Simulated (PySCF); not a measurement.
SMILES B[SiH2]C(C)(C)C, GFN2-xTB optimised geometry.

```
19

B      2.00    -1.61     0.01
Si     1.36     0.23     0.00
C     -0.58     0.23     0.00
C     -1.10    -0.49    -1.24
C     -1.11     1.66     0.00
C     -1.10    -0.49     1.24
H      2.20    -2.20    -0.98
H      2.17    -2.20     1.01
H      1.74     1.07     1.16
H      1.74     1.06    -1.17
H     -2.19    -0.48    -1.27
H     -0.73     0.00    -2.15
H     -0.77    -1.53    -1.26
H     -0.77     2.20    -0.88
H     -2.20     1.67     0.00
H     -0.77     2.20     0.88
H     -2.19    -0.47     1.27
H     -0.73    -0.01     2.15
H     -0.77    -1.53     1.26
```

Density from PySCF 2.14.0 with PBE/def2-SVP at that geometry.

Minimum of the electron density along straight lines between bonded atoms, close to the bond critical point (lines longer than 1.1 times the sum of covalent radii, or with two minima, are not listed):

```json
[
 {"bond": "B1–Si2", "length / Å": "1.952", "ρ at the minimum / e bohr⁻³": "0.113", "∇²ρ there / e bohr⁻⁵": "0.13", "position (fraction from the first atom)": "0.62"},
 {"bond": "Si2–C3", "length / Å": "1.939", "ρ at the minimum / e bohr⁻³": "0.105", "∇²ρ there / e bohr⁻⁵": "0.25", "position (fraction from the first atom)": "0.38"},
 {"bond": "C3–C4", "length / Å": "1.528", "ρ at the minimum / e bohr⁻³": "0.239", "∇²ρ there / e bohr⁻⁵": "-0.51", "position (fraction from the first atom)": "0.50"},
 {"bond": "C3–C5", "length / Å": "1.527", "ρ at the minimum / e bohr⁻³": "0.240", "∇²ρ there / e bohr⁻⁵": "-0.51", "position (fraction from the first atom)": "0.50"},
 {"bond": "C3–C6", "length / Å": "1.528", "ρ at the minimum / e bohr⁻³": "0.239", "∇²ρ there / e bohr⁻⁵": "-0.51", "position (fraction from the first atom)": "0.50"},
 {"bond": "B1–H7", "length / Å": "1.170", "ρ at the minimum / e bohr⁻³": "0.180", "∇²ρ there / e bohr⁻⁵": "-0.15", "position (fraction from the first atom)": "0.43"},
 {"bond": "B1–H8", "length / Å": "1.170", "ρ at the minimum / e bohr⁻³": "0.180", "∇²ρ there / e bohr⁻⁵": "-0.15", "position (fraction from the first atom)": "0.43"},
 {"bond": "Si2–H9", "length / Å": "1.478", "ρ at the minimum / e bohr⁻³": "0.112", "∇²ρ there / e bohr⁻⁵": "0.31", "position (fraction from the first atom)": "0.49"},
 {"bond": "Si2–H10", "length / Å": "1.478", "ρ at the minimum / e bohr⁻³": "0.112", "∇²ρ there / e bohr⁻⁵": "0.31", "position (fraction from the first atom)": "0.49"},
 {"bond": "C4–H11", "length / Å": "1.091", "ρ at the minimum / e bohr⁻³": "0.272", "∇²ρ there / e bohr⁻⁵": "-0.97", "position (fraction from the first atom)": "0.63"},
 {"bond": "C4–H12", "length / Å": "1.088", "ρ at the minimum / e bohr⁻³": "0.274", "∇²ρ there / e bohr⁻⁵": "-0.99", "position (fraction from the first atom)": "0.63"},
 {"bond": "C4–H13", "length / Å": "1.089", "ρ at the minimum / e bohr⁻³": "0.273", "∇²ρ there / e bohr⁻⁵": "-0.98", "position (fraction from the first atom)": "0.62"},
 {"bond": "C5–H14", "length / Å": "1.087", "ρ at the minimum / e bohr⁻³": "0.275", "∇²ρ there / e bohr⁻⁵": "-0.99", "position (fraction from the first atom)": "0.63"},
 {"bond": "C5–H15", "length / Å": "1.091", "ρ at the minimum / e bohr⁻³": "0.271", "∇²ρ there / e bohr⁻⁵": "-0.97", "position (fraction from the first atom)": "0.63"},
 {"bond": "C5–H16", "length / Å": "1.087", "ρ at the minimum / e bohr⁻³": "0.275", "∇²ρ there / e bohr⁻⁵": "-0.99", "position (fraction from the first atom)": "0.63"},
 {"bond": "C6–H17", "length / Å": "1.091", "ρ at the minimum / e bohr⁻³": "0.272", "∇²ρ there / e bohr⁻⁵": "-0.97", "position (fraction from the first atom)": "0.63"},
 {"bond": "C6–H18", "length / Å": "1.088", "ρ at the minimum / e bohr⁻³": "0.274", "∇²ρ there / e bohr⁻⁵": "-0.99", "position (fraction from the first atom)": "0.63"},
 {"bond": "C6–H19", "length / Å": "1.089", "ρ at the minimum / e bohr⁻³": "0.273", "∇²ρ there / e bohr⁻⁵": "-0.98", "position (fraction from the first atom)": "0.62"}
]
```
